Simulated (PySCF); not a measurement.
C4H5ClSi, SMILES C1(C=C[SiH2]C=1)Cl.

The structure is a stationary point at B3LYP-D3(BJ)/def2-SVP.

All values below come from PySCF 2.14.0 with TDDFT-PBE/def2-SVPD.

Vertical excitations. Gas-phase values at a fixed geometry. State labels are in the subgroup Cs.

```tsv
state	symmetry	energy (eV)	λ (nm)	f	main pairs
S1	A'	4.05	307	0.033	HOMO→LUMO 96 %
S2	A"	4.79	259	0.001	HOMO−2→LUMO 100 %
S3	A'	5.18	239	0.094	HOMO−1→LUMO 84 %
S4	A"	5.47	227	0.000	HOMO→LUMO+1 61 %, HOMO−3→LUMO 37 %
S5	A"	5.47	227	0.004	HOMO−3→LUMO 59 %, HOMO→LUMO+1 39 %
S6	A"	5.82	213	0.002	HOMO−4→LUMO 91 %
S7	A"	5.90	210	0.000	HOMO→LUMO+2 94 %
S8	A"	6.19	200	0.005	HOMO→LUMO+4 98 %
S9	A'	6.26	198	0.012	HOMO−5→LUMO 94 %
S10	A'	6.49	191	0.166	HOMO→LUMO+3 62 %, HOMO−6→LUMO 21 %
T1	A'	2.68	462	0	HOMO→LUMO 98 %
T2	A'	4.24	292	0	HOMO−1→LUMO 91 %
T3	A"	4.65	267	0	HOMO−2→LUMO 99 %
T4	A"	5.03	246	0	HOMO−3→LUMO 98 %
```
Triplets are in the Tamm–Dancoff approximation, which puts them higher than full response would, so one can lie above its singlet here.
